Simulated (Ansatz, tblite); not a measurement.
Isomers of YCu₄⁺ (singlet), found by a short tight-binding search and relaxed with r2SCAN-D4/def2-SVP in Ansatz.

In the def2 sets Y takes a core potential; there is no spin–orbit coupling. The xTB rows come from tblite.

Run but left out: HF/STO-3G (A: restricted singlet, unstable in another Hartree–Fock run and untested here); HF/def2-SVP, HF/def2-TZVP, MP2/def2-SVP, MP2/def2-TZVP, CCSD/def2-SVP, CCSD(T)/def2-SVP (A: restricted singlet, unstable towards broken spin symmetry).

A: The restricted singlet is unstable towards broken spin symmetry in Hartree–Fock (as tested in another run); at LDA (SPW92)/def2-TZVP, PBE-D4/def2-SVP, PBE-D4/def2-TZVP, r2SCAN-D4/def2-TZVP and others this wasn't settled. B: The restricted singlet is unstable towards broken spin symmetry in Hartree–Fock (as tested in another run); at LDA (SPW92)/def2-TZVP, PBE-D4/def2-SVP, PBE-D4/def2-TZVP, r2SCAN-D4/def2-TZVP and others this wasn't settled.

Other spin states weren't relaxed.

A:

Cartesian coordinates in Å:
```
Y 0.478 -0.726 0.821
Cu -1.366 -2.287 -0.340
Cu 1.846 1.551 1.184
Cu -1.182 -0.109 -1.166
Cu 0.225 1.572 -0.499
```

B:

```xyz
5

Y     0.892   -1.355    0.202
Cu   -0.981    0.157    1.153
Cu   -1.444   -0.743   -0.994
Cu    0.411    0.709   -1.282
Cu    1.122    1.232    0.921
```

Task: Estimate their order by electronic energy at PBE0-D4/def2-TZVP, counted from the lowest.

Result: A (0.00) < B (0.20), in eV.

Task: Do the other levels pick the same lowest one?

Result: Not LDA (SPW92)/def2-TZVP, PBE-D4/def2-SVP. Energies above each level's lowest (eV):

```csv
level,A,B
GFN1-xTB,0.00,1.33
GFN2-xTB,0.00,3.78
LDA (SPW92)/def2-TZVP,0.07,0.00
PBE-D4/def2-SVP,0.06,0.00
PBE-D4/def2-TZVP,0.00,0.10
r2SCAN-D4/def2-TZVP,0.00,0.04
r2SCANh-D4/def2-TZVP,0.00,0.10
PBE0-D4/def2-SVP,0.00,0.08
PBE0-D4/def2-TZVP,0.00,0.20
```
Point groups (tolerance 0.1 Å): A C2v, B not assigned. Lower isomers may exist. From def2-SVP to def2-TZVP the PBE0 values move by up to 0.12 eV, so results in the small set are rough.
